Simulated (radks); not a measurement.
Values are calculated unless marked as measured or tabulated.
The technetium ion Tc+, 42 electrons, occupied as [Kr] 4d5 5p1 (not the ground configuration). Code: a radial shooting solver on a logarithmic mesh with Libxc functionals. Model: scalar-relativistic Kohn-Sham, r2SCAN, spin-polarised, spherical densities, finite nucleus; open shells are filled with parallel spins first (spin-orbit coupling, left out, can overturn this in heavy ions); meta-GGA in the generalised Kohn-Sham scheme; Fermi nuclear charge, rms radius 4.4112 fm.

Radial electron density D(r) = 4 pi r^2 rho(r):

r (bohr)  D(r) (e/bohr)   spin D(r)
0.001167          1.194  -0.0000580
0.001569          2.024  -0.0000982
0.002093          3.342   -0.000162
0.002814          5.511   -0.000266
0.003783          8.894   -0.000427
0.005046          13.79   -0.000656
0.006784          20.83   -0.000978
0.009121          29.91    -0.00137
0.01216           39.86    -0.00176
0.01636           49.12    -0.00202
0.02199           54.24    -0.00195
0.02933           53.18    -0.00139
0.03943           48.12   0.0000383
0.05301           46.79     0.00494
0.07071           55.08      0.0242
0.09506           66.47      0.0912
0.1278            63.97       0.257
0.1705            48.62       0.529
0.2292            43.37       0.776
0.3081            51.82       0.674
0.411             45.20       0.191
0.5525            23.01      0.0216
0.7429            12.47        1.07
0.9908            12.86        2.85
1.332             9.656        3.50
1.791             4.375        2.54
2.389             1.607        1.35
3.212            0.6507       0.637
4.318            0.2778       0.278
5.759           0.07954      0.0795
7.743          0.009528     0.00953
10.41         0.0003627    0.000363

D(r) has 4 maxima, at r = 0.0240, 0.106, 0.329, 0.983 bohr, and minima at 0.0482, 0.213, 0.792 bohr, inside which lie 2.02, 11.13, 29.17 electrons.
